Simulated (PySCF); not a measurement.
Mn(OH) (HMnO), SMILES [OH][Mn] (connectivity only; charge and spin as stated), neutral, multiplicity 7.

The structure is a stationary point at B3LYP-D3(BJ)/def2-TZVP. The geometry has at least one imaginary mode, so it is a saddle point at that level. The spin state was assumed, not searched.

Method: r2SCAN/def2-TZVPD in PySCF.

The molecule is in vacuum.

Computed frontier levels, dipole moment and polarisability:
- α spin, highest occupied and lowest empty level = -4.79 and -1.01 eV
- β spin, highest occupied and lowest empty level = -7.09 and -2.23 eV
- dipole moment = 0.11 D
- mean static polarisability = 53.6 bohr³ (7.95 Å³)
- polarisability, principal values = 51.9, 51.9, 57.0 bohr³
- ⟨S²⟩ = 12.005 (pure state 12.00)
